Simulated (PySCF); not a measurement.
# What a mistake does to a calculation on Al2BH2N

All numbers below are calculated, not measured. The program is PySCF 2.14.0, an open-source quantum chemistry code, run on an isolated molecule that a program drew, which may never have been made. The molecule is Al2BH2N (charge 0, singlet), drawn as the SMILES string `B[N]=[Al][Al]`.

Each row is a Hartree-Fock (HF) and frozen-core CCSD(T) single point in the cc-pV(D+d)Z basis, meant for a local HF minimum. Run 1 is clean. Each other run has one planted mistake out of seven kinds, and not every kind appears here: one electron removed, one electron added, multiplicity raised by two, geometry at a saddle point, minimal basis STO-3G, one bond length entered in bohr, all coordinates scaled. The reference is restricted for singlets and unrestricted otherwise, and also for a bond in bohr. Adding or removing an electron swaps singlet and doublet. Electrons count all cores. HOMO and LUMO are orbital energies over both spins, the gradient is its largest component, and the lowest frequency (negative if imaginary) is given only where the gradient is small. Bond lengths are over the 5 bonds as drawn. T1 is the CCSD diagnostic: over 0.02 (restricted) or 0.045 (unrestricted) a single reference is doubtful.

Geometry of the clean run:
```xyz
6
Al2BH2N, angstrom
B    -0.7414   -0.5780    1.8858
N    -1.4131   -1.6275    1.2747
Al   -2.2104   -2.8668    0.5509
Al   -3.5746   -4.9983   -0.6952
H     0.4375   -0.3584    1.6689
H    -1.2995    0.1720    2.6674
```

```
run  electrons  basis functions  <S^2>  HOMO (eV)  LUMO (eV)  gradient (hartree/bohr)  lowest frequency (cm^-1)  mean bond (Å)  longest bond (Å)      T1  HF (hartree)  CCSD(T) (hartree)                     mistake
  1         40               84  0.000      -7.76      -0.70                  3.5e-05                        63         1.6575             2.821  0.0301    -564.10568         -564.51197                    no fault
  2         41               84  0.884      -1.79       4.25                  2.9e-02                         -         1.6575             2.821  0.0438    -564.15077         -564.56485          one electron added
  3         40               84  2.519      -7.01      -0.95                  3.9e-02                         -         1.6575             2.821  0.0710    -564.07214         -564.45430  multiplicity raised by two
  4         39               84  1.690     -11.41      -6.00                  5.6e-02                         -         1.6575             2.821  0.0830    -563.84961         -564.20214                           ?
  5         40               84  0.000      -7.54      -0.76                  3.6e-02                         -         1.7354             2.953  0.0327    -564.09401         -564.50761                           ?
```

**Which mistake was planted in run 4, and what did it cost?**

It counts 39 electrons, one fewer than the clean run, at the same geometry and basis. So the mistake is: one electron removed. Subtracting run 1 and multiplying by 627.51 kcal/mol a hartree, the energy moved by 160.7 kcal/mol in HF and 194.4 kcal/mol in CCSD(T).

**Which mistake was planted in run 5, and what did it cost?**

The mean and the longest bond both change by the same factor, 1.047, and the gradient is no longer small. So the mistake is: all coordinates scaled. Subtracting run 1 and multiplying by 627.51 kcal/mol a hartree, the energy moved by 7.3 kcal/mol in HF and 2.7 kcal/mol in CCSD(T).

Cautions from the logs. Run 1: T1 is over the limit, so its CCSD(T) energy is less reliable; run 3: T1 is over the limit, so its CCSD(T) energy is less reliable; run 4: T1 is over the limit, so its CCSD(T) energy is less reliable; run 5: T1 is over the limit, so its CCSD(T) energy is less reliable.
